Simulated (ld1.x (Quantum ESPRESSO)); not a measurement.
Results of a calculation; reference values are marked as such.
# Pseudopotentials across the periodic table

Generated with ld1.x 7.5 (TM, RRKJ, ultrasoft, PAW), atompaw 4.2 or ONCVPSP 4.0.1. The cutoff is in Ry: for ld1.x and atompaw files where the sum of valence levels is converged to 10 mRy in a Bessel basis, for ONCV files where the hardest occupied wave has 1 mHa per electron of residual kinetic energy. The error is the largest all-electron minus pseudo excitation energy over each file’s own four to seven test configurations (ionisations up to +4, promotions, holes and added fractions of an electron), all of which were solved. The labels leave out finer settings (local radius, basis sizes, second energies), which also bear on the numbers. Spin-polarised tests are not counted. The rows are a selection from randomly drawn settings: files with unsolved tests, undetermined cutoffs or missed reference levels are left out.

A true bound ghost makes a file unfit for plane-wave use even where its test errors are small: the radial tests pick states by their node count and pass the ghost by.

```tsv
element	potential	cutoff (Ry)	largest error (meV)	bound ghosts
C	TM, PBE, scalar-relativistic, rc 1.10/1.30 (sp), local p, core correction no, reference 2s2 2p1	50	+225	none
Al	TM, PBE, scalar-relativistic, rc 1.70/2.75 (sp), local s, core correction yes, reference 3s2 3p1	10	+9.8	none
Si	TM, BLYP, scalar-relativistic, rc 1.65/1.90 (sp), local smoothed, core correction yes, reference 3s2 3p2	15	+75	none
Cl	ultrasoft, BP86, fully relativistic, rc 1.35/1.70 (sp), local smoothed, core correction no, reference 3s2 3p5	25	+128	none
Ga	TM, LDA (PZ), scalar-relativistic, rc 1.70/2.05/1.95 (spd), local s, core correction yes, reference 4s2 4p1	15	-177	d
Sr	TM semilocal, LDA (PZ), scalar-relativistic, rc 2.55/2.00/2.75/2.90 (spdf), local d, core correction yes, reference 4p6 4d0 5s0 5p0	25	-130	none
Te	TM, LDA (PZ), scalar-relativistic, rc 1.35/2.20/1.30/2.05 (spdf), local d, core correction yes, reference 4d10 5s2 5p4	110	-348	s, p
```

**Question.** Fill in the row for Cd: TM, PBE, scalar-relativistic, rc 1.65/2.50/1.60 (spd), local p, core correction yes, reference 4d9 5s0 5p0.

**Answer.** cutoff 70 Ry, largest error -304 meV, bound ghosts: none.
